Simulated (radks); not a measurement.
Values are calculated unless marked as measured or tabulated.
Isoelectronic series with 16 electrons, each ion in its NIST ground configuration. Level of theory: scalar-relativistic Kohn-Sham, LDA (Slater exchange, Perdew-Wang correlation), spin-polarised, spherical densities, finite nucleus; open shells are filled with parallel spins first; Fermi nuclear charge, rms radius of each element as measured or else 0.836 A^(1/3) + 0.57 fm (a radial shooting solver on a logarithmic mesh with Libxc functionals). Total energies (hartree) and orbital eigenvalues (eV):

ion    configuration  E (hartree)    3p down      3p up
S       [Ne] 3s2 3p4   -397.85925    -6.2068    -7.7160
Cl+     [Ne] 3s2 3p4   -459.63743   -18.4209   -20.2926
Ar2+    [Ne] 3s2 3p4   -526.19907   -34.2253   -36.4364
K3+     [Ne] 3s2 3p4   -597.54038   -53.3981   -55.9355
Ca4+    [Ne] 3s2 3p4   -673.66389   -75.8314   -78.6869
Sc5+    [Ne] 3s2 3p4   -754.57570  -101.4638  -104.6320
Ti6+    [Ne] 3s2 3p4   -840.28432  -130.2575  -133.7347
V7+     [Ne] 3s2 3p4   -930.80002  -162.1882  -165.9717
Cr8+    [Ne] 3s2 3p4  -1026.13436  -197.2398  -201.3278
Mn9+    [Ne] 3s2 3p4  -1126.30021  -235.4022  -239.7931
Fe10+   [Ne] 3s2 3p4  -1231.31156  -276.6686  -281.3616
Co11+   [Ne] 3s2 3p4  -1341.18327  -321.0353  -326.0297
Ni12+   [Ne] 3s2 3p4  -1455.93142  -368.5007  -373.7959
Cu13+   [Ne] 3s2 3p4  -1575.57225  -419.0646  -424.6604
